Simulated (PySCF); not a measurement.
**In2 at UHF**

Computed with UHF; basis In cc-pVDZ-PP with ECP28; scalar-relativistic core potentials; PySCF 2.14.

* state: ³Πu (triplet), unpaired electrons σ ↑, π ↑
* bond length: 3.102 Å
* harmonic wavenumber: 116 cm⁻¹
* force constant: 0.452 mdyn/Å
* rotational constant Be: 0.03049 cm⁻¹
* anharmonicity ωexe: 0.229 cm⁻¹
* vibration–rotation constant αe: 9.78e-05 cm⁻¹
* well depth De to In + In: 0.60 eV
* dissociation energy D0: 0.59 eV
* bond order (Mayer): 1.09

These are scalar-relativistic numbers at best; spin–orbit coupling would shift them, the dissociation energy most. Hartree–Fock leaves out correlation, which carries a large part of most bond energies and some tenths to 1 eV of ionisation energies. The state is the lowest determinant that a PBE0 search found; another state may lie lower at other levels.
